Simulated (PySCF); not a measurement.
## Spin–spin coupling constants

Bonds (- single, = double, # triple, : aromatic): F1-Se2 1.711 Å, Se2-F3 1.778 Å, Se2-F4 1.711 Å, Se2-F5 1.778 Å.

Indirect spin–spin couplings were computed at B3LYP/pcJ-1 (pcSseg-1 on Se) (PySCF) on a PBE0-D3(BJ)/def2-SVP structure, for the isolated molecule, without vibrational or relativistic corrections. Couplings are averaged over pairs made equivalent by symmetry, fast rotation or ring inversion, so a value needn't be that of the named pair in this geometry, while other rotamers aren't included; one pair stands for each set, and the list holds those of at least 0.8 Hz over up to four bonds.

Isotopes: 19F.

| pair | bonds | J (Hz) |
| --- | --- | --- |
| F1, F3 | 2 | -102.0 |
| F1, F4 | 2 | 317.1 |
| F1, F5 | 2 | -103.2 |
| F3, F4 | 2 | ? |
| F3, F5 | 2 | ? |
| F4, F5 | 2 | -101.1 |

Q: Estimate the withheld couplings, with signs.

A: 
- 2J(F3,F4) = -101.1 Hz (angle at Se2 87°)
- 2J(F3,F5) = 267.7 Hz (angle at Se2 169°)

Relativistic effects of the heavier atoms present are left out.
